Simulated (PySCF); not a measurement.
C3H5NSSi. Atoms are numbered in the order given.

```xyz
11

Si     0.0861     2.4003     0.0000
C     -0.0233     0.5182     0.0000
C      1.0501    -0.3614     0.0000
S      0.4945    -1.9997     0.0000
C     -1.1531    -1.3966     0.0000
N     -1.2656    -0.0951     0.0000
H      1.5393     2.7900     0.0000
H     -0.5807     2.9664    -1.2222
H     -0.5807     2.9664     1.2222
H      2.1225    -0.1301     0.0000
H     -2.0011    -2.0981     0.0000
```

Coordinates come from a PBE-D3(BJ)/def2-SVP optimisation.

Level of theory: PBE-D3(BJ)/def2-SVP in PySCF 2.14.0.

Frequencies are harmonic and unscaled.

Computed harmonic wavenumbers and intensities:
```tsv
mode	ν (cm⁻¹)	IR (km/mol)	moving atoms (share of kinetic energy)
1	105	0.2	H 86 %
2	158	1.0	C 51 %, H 24 %, S 11 %
3	176	0.5	C 36 %, H 22 %, N 18 %, Si 15 %, S 9 %
4	394	12.9	Si 59 %, S 23 %
5	474	0.1	C 62 %, H 19 %, S 13 %
6	576	25.9	H 52 %, N 25 %, C 17 %
7	619	0.1	S 47 %, C 26 %, N 20 %
8	628	40.5	H 78 %, Si 13 %
9	700	29.5	C 46 %, H 34 %, N 16 %
10	730	0.2	H 79 %, C 21 %
11	771	9.0	C 64 %, S 25 %, H 10 %
12	787	25.9	H 80 %, C 20 %
13	864	66.8	C 68 %, H 21 %
14	875	146.1	H 56 %, C 25 %, N 16 %
15	903	108.5	H 43 %, N 25 %, C 23 %, Si 9 %
16	905	40.0	H 97 %
17	916	33.3	H 96 %
18	1074	15.5	H 66 %, C 26 %
19	1174	3.5	H 64 %, C 35 %
20	1284	2.1	C 48 %, H 27 %, N 24 %
21	1425	17.7	C 90 %
22	1463	26.2	C 55 %, N 43 %
23	2166	84.5	H 99 %
24	2177	89.3	H 96 %
25	2177	93.8	H 96 %
26	3151	0.0	H 91 %, C 9 %
27	3189	2.2	H 91 %, C 9 %
```
